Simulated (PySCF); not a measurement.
GaCl3, SMILES [Cl][Ga]([Cl])[Cl]. Geometry: PBE-D3(BJ)/def2-SVP. The isomer is the one that the SMILES or the coordinates give; other isomers of the formula were not compared.

Computed equilibrium geometry at PBE-D3(BJ)/def2-SVP (PySCF confirms it by a frequency run) as bond lengths and angles, and its point group:
point group D3h.
Atoms: Ga1 Cl2 Cl3 Cl4. Bonded distances (Å): Ga1–Cl2 2.138, Ga1–Cl3 2.138, Ga1–Cl4 2.138. Angles (°): Cl2–Ga1–Cl3 120.0, Cl2–Ga1–Cl4 120.0, Cl3–Ga1–Cl4 120.0.
Charge 0, spin multiplicity 1.
